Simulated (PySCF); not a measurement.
This PySCF input asks for the NMR shieldings of `C#C[B@H-](CC(F)(F)F)[NH2+]C`, C$_{5}$H$_{9}$BF$_{3}$N; the geometry comes from GFN2-xTB.

```python
import basis_set_exchange as bse
import numpy as np
from pyscf import gto, dft
from pyscf.prop import nmr

atoms = """
C    -0.220890    2.416297    1.852096
C    -0.014643    1.737759    0.883086
B     0.282290    0.866044   -0.362905
C    -1.081704    0.207539   -1.012536
C    -1.910081   -0.639730   -0.095461
F    -2.985709   -1.186786   -0.706825
F    -2.386920   -0.004868    0.982501
F    -1.218201   -1.710058    0.396479
N     1.255647   -0.336961    0.200260
C     1.809913   -1.251589   -0.797562
H    -0.419301    3.013765    2.694590
H     0.905965    1.441086   -1.198506
H    -1.728324    1.018665   -1.348042
H    -0.861722   -0.407960   -1.886496
H     2.004827    0.146599    0.690118
H     0.723113   -0.858676    0.893992
H     1.004471   -1.824617   -1.250291
H     2.525165   -1.944875   -0.353154
H     2.306301   -0.672385   -1.573642
"""
names = dict.fromkeys(["C", "B", "F", "N", "H"], "pcSseg-1")
basis = {el: gto.basis.parse(bse.get_basis(n, elements=[el], fmt="nwchem")) for el, n in names.items()}
mol = gto.M(atom=atoms, basis=basis, charge=0, verbose=0)
mf = dft.RKS(mol, xc="PBE0")
mf.grids.level = 2
mf.grids.alignment = dft.numint.BLKSIZE   # the property module wants whole blocks of grid points
mf.conv_tol = 1e-9
mf.kernel()

calc = nmr.RKS(mf)   # GIAO
C = mf.mo_coeff
Co = C[:, mf.mo_occ > 0]
resp = mf.gen_response(singlet=True, hermi=2)
def vind(x):   # induced exchange potential for any number of trial vectors
    d = np.einsum("pi,xij,qj->xpq", C, 2 * x.reshape(-1, C.shape[1], Co.shape[1]), Co, optimize=True)
    return np.einsum("xpq,pi,qj->xij", resp(d - d.transpose(0, 2, 1)), C, Co, optimize=True).ravel()
mo1, _ = nmr.rhf.solve_mo1(calc, with_cphf=vind)
sigma = calc.kernel(mo1)
for i, s in enumerate(sigma):   # ppm
    print("%2d %-2s %9.2f" % (i, mol.atom_pure_symbol(i), np.trace(s) / 3))
```

Question: What are the results?

Answer: 
```
 0 C      91.30
 1 C      86.84
 2 B     121.57
 3 C     161.44
 4 C      45.03
 5 F     226.10
 6 F     246.17
 7 F     254.13
 8 N     210.72
 9 C     155.73
10 H      29.92
11 H      29.35
12 H      30.20
13 H      30.31
14 H      28.83
15 H      28.04
16 H      28.86
17 H      29.14
18 H      29.16
```

These numbers come from an equivalent density-fitted implementation of the same equations, which agrees with the script to about 0.01 ppm for H and up to a few tenths of a ppm for heavy atoms, so last digits may differ.

Size and cost of the density-fitted run: 215 basis functions, 48 s wall time on 1 thread of an Arm Neoverse V1, shared host; peak memory 1 GiB.
